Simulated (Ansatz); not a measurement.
# What each rung costs, and what it gives

Saddle point of Si2NH8Cl, closed shell (Si₂NH₇ ([NH2][SiH2][SiH3]) + HCl → SiNH₄Cl ([NH2][SiH2][Cl]) + SiH₄; bonds formed: Si1–Cl7, Si2–H6; bonds broken: Si1–Si2, H6–Cl7), PBE0-D4/def2-TZVP structure:

Si1  (-0.794, 0.171, -0.442)
Si2  (0.783, -1.301, 0.952)
H3  (-0.719, -1.090, -1.253)
H4  (-2.105, 0.211, 0.223)
N5  (-0.251, 1.344, -1.518)
H6  (0.168, 0.335, 1.015)
Cl7  (-0.194, 1.969, 1.451)
H8  (1.448, -1.055, 2.255)
H9  (-0.204, -2.401, 1.058)
H10  (1.780, -1.554, -0.115)
H11  (0.134, 1.091, -2.412)
H12  (-0.046, 2.281, -1.216)
(Å)

Barriers are electronic and count from the start structure reached by relaxing down the imaginary mode.

Ansatz 0.2.0; basis: as named in each row; cores frozen in the correlated methods. B3LYP uses VWN-RPA correlation. Extrapolation: Hartree–Fock as exp(−7.88 √X), correlation as X^−2.97.

Times are rough, for one single point on 4 threads of a shared host (Arm Neoverse V1).

The estimate by CCSD(T) at an estimated basis limit (MP2 extrapolated from triple and quadruple zeta, plus CCSD(T) − MP2 in triple zeta) is 1.292 eV.

```
      method       basis  time (s)  barrier (eV)  method less estimate
          HF      STO-3G   under 1         3.030                 1.738
      PBE-D4      STO-3G   under 1         1.511                 0.219
       SPW92    def2-SVP   under 1         0.830                -0.462
    B3LYP-D4       6-31G   under 1         1.412                 0.119
      PBE-D4    def2-SVP   under 1         1.072                -0.220
     PBE0-D4    def2-SVP         1         1.248                -0.044
       SPW92  def2-TZVPP         1         0.731                -0.561
      PBE-D4  def2-TZVPP         2         0.977                -0.315
     BLYP-D4  def2-TZVPP         2         1.101                -0.191
    B3LYP-D4  def2-TZVPP         3         1.225                -0.068
    BHLYP-D4  def2-TZVPP         3         1.402                 0.109
     PBE0-D4  def2-TZVPP         4         1.136                -0.156
     CCSD(T)    def2-SVP         4         1.711                 0.419
CAM-B3LYP-D4  def2-TZVPP         4         1.330                 0.038
   r2SCAN-D4  def2-TZVPP         5         1.030                -0.263
     wB97M-V    def2-SVP         6         1.370                 0.078
  r2SCAN0-D4  def2-TZVPP         6         1.154                -0.138
      B2PLYP  def2-TZVPP         6         1.310                 0.018
  RPA on PBE  def2-TZVPP         6         1.427                 0.135
    PBE-QIDH  def2-TZVPP         6         1.260                -0.032
     wB97X-V  def2-TZVPP         9         1.348                 0.055
      B97M-V  def2-TZVPP        10         1.226                -0.067
     wB97M-V  def2-TZVPP        10         1.250                -0.043
         MP2  def2-QZVPP        26         1.220                -0.072
     CCSD(T)  def2-TZVPP       160         1.402                 0.110
```

All methods are single points on the PBE0-D4 structures.

T1 diagnostic: at most 0.014.

Labels in which every atom is bracketed show which atoms are joined, not bond orders.
